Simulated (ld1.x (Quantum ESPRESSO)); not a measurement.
**LDA (PZ) TM dataset for gallium (Ga), fully relativistic all-electron reference.**

gallium (Ga), norm-conserving Troullier–Martins (Kleinman–Bylander form), made with ld1.x (Quantum ESPRESSO) 7.5 (LDA (PZ), fully relativistic). Core [Ar] 3d10, reference 4s2 4p0.75 (charge +0.25). Waves: 4s (bound): rc 1.40 bohr; 4d channel at 0.25 Ry: rc 2.30 bohr; 4p (bound): rc 2.15 bohr. Local part: the p channel. Core correction: none.

Open shells are filled in proportion to 2j + 1 (rel_dist='average').

All-electron outer shells of the reference configuration (LDA (PZ), scalar-relativistic, ld1.x):

| shell | level (eV) | outermost node (bohr) | outermost maximum (bohr) |
| --- | --- | --- | --- |
| 3d | -21.25 | – | 0.53 |
| 4s | -10.88 | 0.81 | 1.87 |
| 4p | -4.22 | 0.87 | 2.47 |

(1) Estimate the cutoffs (Ry, on a coarse ladder) from which the occupation-weighted sum of valence levels, in a spherical-Bessel basis at the reference potential, stays within 10 and 1 mRy of its value at 400 Ry.

(2) Does the potential have ghost states?

(3) Which valence shell sets the plane-wave cutoff?

(4) Tests: 4s2 4p1; 4s2 4p0; 4s1 4p0; 4s2 4p0.5; 4s2 4p1.3; 4s0 4p3; 4s1 4p2. Which has the largest error in its energy relative to the reference configuration, and how large is it?

Answers

(1) 35 Ry and 80 Ry.

(2) Ghost states, extra bound levels that the all-electron valence spectrum of the same l lacks: s at -520.7 eV, d3/2 at -299.7 eV, d5/2 at -260.4 eV. A true bound ghost makes a file unfit for plane-wave use.

(3) 4s: its level needs 70 Ry to come within 1 mRy, against 15 Ry for 4p.

(4) 4s1 4p0, with +113 meV (all-electron minus pseudo) on +26.53 eV.
